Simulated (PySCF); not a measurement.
MN for M along the chalcogens

PBE0 with double-zeta basis sets in PySCF, for the lowest determinant that a PBE0 search found; no spin–orbit coupling. De refers to high-spin ground-configuration atoms. A positive dipole means M(−)N(+).

```json
{"M": "O", "basis": "aug-cc-pVDZ", "state (unpaired electrons)": "doublet (π ↑)", "Re (Å)": "1.148", "ωe (cm⁻¹)": "2032", "De (eV)": "6.52", "μ (D)": "-0.13"}
{"M": "S", "basis": "x2c-SVPall", "state (unpaired electrons)": "doublet (π ↑)", "Re (Å)": "1.501", "ωe (cm⁻¹)": "1288", "De (eV)": "4.57", "μ (D)": "-1.80"}
{"M": "Se", "basis": "cc-pVDZ-PP/cc-pVDZ", "state (unpaired electrons)": "doublet (π ↑)", "Re (Å)": "1.654", "ωe (cm⁻¹)": "984", "De (eV)": "3.41", "μ (D)": "-2.05"}
```

The shortest bond is that of NO (1.148 Å), the longest that of SeN (1.654 Å). NO is bound most strongly (6.52 eV) and SeN least (3.41 eV).

The rows differ in basis set, which adds steps of its own.

Down a group the atoms grow and get heavier, so bonds lengthen and wavenumbers fall; this series shows no clear exception.

Spin–orbit coupling is left out. States were picked by a PBE0 search and need not be the measured ground states.
